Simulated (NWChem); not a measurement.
System: SnHSF, singlet; SMILES [F][Sn][SH]

Excerpt of the output:

```
             Northwest Computational Chemistry Package (NWChem) 7.3.0
             --------------------------------------------------------

 CS  symmetry detected

                             Geometry "geometry" -> ""
                             -------------------------

 Output coordinates in angstroms (scale by  1.889725989 to convert to a.u.)

  No.       Tag          Charge          X              Y              Z
 ---- ---------------- ---------- -------------- -------------- --------------
    1 Sn                  50.0000     0.33508421     0.46238042     0.00000000
    2 F                    9.0000    -1.51757453     1.09169238     0.00000000
    3 S                   16.0000    -0.25869952    -1.91614930     0.00000000
    4 H                    1.0000     1.04315237    -2.28586354     0.00000000

 Effective nuclear repulsion energy (a.u.)     334.4623851498

      Symmetry information
      --------------------

 Group name             Cs
 Group number              2
 Group order               2
 No. of unique centers     4

 Summary of "ao basis" -> "ao basis" (spherical)
 ------------------------------------------------------------------------------
       Tag                 Description            Shells   Functions and Types
 ---------------- ------------------------------  ------  ---------------------
 Sn                        def2-svpd                12       32   5s4p3d
 F                         def2-svpd                 9       23   4s3p2d
 S                         def2-svpd                11       27   5s4p2d
 H                         def2-svpd                 4        8   2s2p

      Symmetry analysis of basis
      --------------------------

        a'         63
        a"         27

            General Information
            -------------------
          SCF calculation type: DFT
          Wavefunction type:  closed shell.
          No. of atoms     :     4
          No. of electrons :    48
           Alpha electrons :    24
            Beta electrons :    24
          Charge           :     0
          Spin multiplicity:     1
          Use of symmetry is: off; symmetry adaption is: on
          Maximum number of iterations: 150
          AO basis - number of functions:    90
                     number of shells:    36
          Convergence on energy requested:  1.00D-06
          Convergence on density requested:  1.00D-05
          Convergence on gradient requested:  5.00D-04

              XC Information
              --------------
          PerdewBurkeErnzerhof Exchange Functional  1.000
            Perdew 1991 LDA Correlation Functional  1.000 local
           PerdewBurkeErnz. Correlation Functional  1.000 non-local

[...]

                                NWChem TDDFT Module
                                -------------------

            General Information
            -------------------
           No. of orbitals :     180
            Alpha orbitals :      90
             Beta orbitals :      90
        Alpha frozen cores :       0
         Beta frozen cores :       0
     Alpha frozen virtuals :       0
      Beta frozen virtuals :       0
         Spin multiplicity :       1
    Number of AO functions :      90
        Use of symmetry is : off
      Symmetry adaption is : on
         Schwarz screening :  0.10D-07

              XC Information
              --------------
   PerdewBurkeErnzerhof Exchange Functional   1.00
     Perdew 1991 LDA Correlation Functional   1.00 local
    PerdewBurkeErnz. Correlation Functional   1.00 non-local

             TDDFT Information
             -----------------
          Calculation type : Tamm-Dancoff TDDFT
         Wavefunction type : Restricted singlets
          No. of electrons :      48
           Alpha electrons :      24
            Beta electrons :      24
              No. of roots :       6
          Max subspacesize :    5200
            Max iterations :     100
               Target root :       1
           Target symmetry : none
      Symmetry restriction : off
                 Algorithm : Optimal
        Davidson threshold :  0.10D-03

    6 smallest eigenvalue differences (eV)
--------------------------------------------------------
  No. Spin  Occ  Vir  Irrep   E(Occ)    E(Vir)   E(Diff)
--------------------------------------------------------
    1    1   24   25 a"       -0.242    -0.125     3.181
    2    1   23   25 a'       -0.246    -0.125     3.286
    3    1   24   26 a'       -0.242    -0.060     4.962
    4    1   23   26 a"       -0.246    -0.060     5.067
    5    1   22   25 a"       -0.320    -0.125     5.308
    6    1   21   25 a'       -0.328    -0.125     5.517
--------------------------------------------------------

  Entering Davidson iterations
  Restricted singlet excited states

  Iter   NTrls   NConv    DeltaV     DeltaE      Time
  ----  ------  ------  ---------  ---------  ---------
    1      6       0     0.21E+00   0.10+100        7.0
    2     12       0     0.81E-01   0.46E-01        7.3
    3     18       0     0.53E-01   0.39E-02        7.5
    4     24       2     0.27E-01   0.59E-02        7.6
    5     28       3     0.48E-02   0.72E-03        5.9
    6     31       5     0.53E-03   0.24E-04        6.7
    7     32       6     0.79E-04   0.32E-06        6.5
  ----  ------  ------  ---------  ---------  ---------
  Convergence criterion met

  Ground state a'       -712.560774315193 a.u.

  ----------------------------------------------------------------------------
  Root   1 singlet a"             0.134071129 a.u.                3.6483 eV
  ----------------------------------------------------------------------------
     Transition Moments    X  0.00000   Y  0.00000   Z  0.53943
     Dipole Oscillator Strength                    0.0260081984
     Electric Quadrupole                           0.0000001048
     Magnetic Dipole                               0.0000021639
     Total Oscillator Strength                     0.0260104670

[...]
```

Level: PBE/def2-SVPD with def2 effective core potentials on Sn, TDA. Low-valent species are run as closed-shell singlets; no triplet was tried in these runs. Coordinates come from a PBE0/def2-SVP optimisation. No frequency run checked for a minimum. def2 effective core potentials on Sn; no spin-orbit coupling.

Task: Reconstruct the input file.

Result: Several could match; the one computed here: the input that was run:
```
start job
memory heap 200 mb stack 900 mb global 1100 mb
geometry units angstroms noautoz
  Sn     0.357367     0.422034     0.000622
  F     -1.448845     1.174347    -0.000533
  S     -0.394815    -1.911248     0.000921
  H      0.879268    -2.367558     0.001726
end
basis spherical
  * library def2-svpd
end
ecp
  Sn library def2-ecp
end
dft
  xc xpbe96 cpbe96
  iterations 150
end
tddft
  cis
  nroots 6
  notriplet
end
task tddft energy
```
